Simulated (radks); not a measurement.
Isoelectronic series with 1 electrons, all held in the configuration 1s1, which need not be the ground one along the series. Method: scalar-relativistic Kohn-Sham, PBE, spin-polarised, spherical densities, finite nucleus; open shells are filled with parallel spins first; Fermi nuclear charge, rms radius of each element as measured or else 0.836 A^(1/3) + 0.57 fm; computed with a radial shooting solver on a logarithmic mesh with Libxc functionals. Total energies (hartree) and mean radii <r> (bohr):

| ion | E (hartree) | 1s up |
|---|---|---|
| H | -0.50000 | 1.542 |
| He+ | -1.99388 | 0.7605 |
| Li2+ | -4.48784 | 0.5047 |
| Be3+ | -7.98248 | 0.3776 |
| B4+ | -12.47840 | 0.3016 |
| C5+ | -17.97634 | 0.2510 |
| N6+ | -24.47719 | 0.2150 |
| O7+ | -31.98200 | 0.1880 |
| F8+ | -40.49197 | 0.1670 |
| Ne9+ | -50.00847 | 0.1502 |
